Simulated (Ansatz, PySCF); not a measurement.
Species: sum formula SnOH (charge 0, doublet). It need not be the lowest isomer of its formula. 
Geometry from a B3LYP-D3(BJ)/def2-TZVP (Ansatz, a first-principles code) optimisation:
```
O
H 1 0.9636
Sn 1 2.0009 2 115.67
```
Charge 0, spin multiplicity 2.

Quantity: vertical ionisation energy (to the singlet state of charge +1; each state is the SCF solution reached for its spin), in eV. Cores are frozen in the correlated levels unless marked. UHF or UKS for open shells. No spin-orbit coupling. The frozen core is the preceding noble-gas configuration, with the filled d and f shells of earlier blocks. In def2 rows, elements after Kr have scalar-relativistic effective core potentials. CBS marks a two-point X^-3 extrapolation of the correlation energy; Hartree-Fock from the larger set.

```csv
level,program,vertical ionisation energy (eV)
PBE/def2-TZVPD,Ansatz,6.76
B3LYP/def2-TZVPD,Ansatz,6.88
M06-2X/def2-TZVPD,PySCF,6.88
CCSD/def2-QZVPPD,Ansatz,?
"CCSD(T)/CBS(def2-TZVPPD,def2-QZVPPD)",Ansatz,?
```

### Question
Complete the blanks.

### Answer

- CCSD/def2-QZVPPD, vertical ionisation energy (eV): 6.77
- CCSD(T)/CBS(def2-TZVPPD,def2-QZVPPD), vertical ionisation energy (eV): 6.80
